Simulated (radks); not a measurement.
Results of a calculation; reference values are marked as such.
Spherical jellium clusters: N electrons in a uniform positive sphere of charge N and radius rs N^(1/3), rs = 2.71 bohr. Level of theory: non-relativistic Kohn-Sham, exchange-only LDA, spin-polarised, spherical densities (a radial shooting solver with Libxc functionals). Levels are named by radial order and angular momentum (1s, 1p, 1d, 2s, ...), and open shells are averaged over m.

N = 11, configuration 1s2 1p6 1d(up 3, down 0). This is the lowest configuration that the search found. Occupied and some empty levels:

level    occupation  eigenvalue (eV)  <r> (bohr)
1s up             1          -7.0597       3.976
1s down           1          -6.5742       3.706
1p up             3          -4.8348       4.943
1p down           3          -4.0289       4.787
1d up             3          -2.3096       5.942
2s up             0          -1.8236       6.279
1d down           0          -1.3591       5.973
2s down           0          -1.2128       6.421
2p up             0         -0.31117       10.60

Energy (eV): total -3.26043, kinetic 36.666, external -623.30, Hartree 298.04, exchange-correlation -42.453, background 327.78.
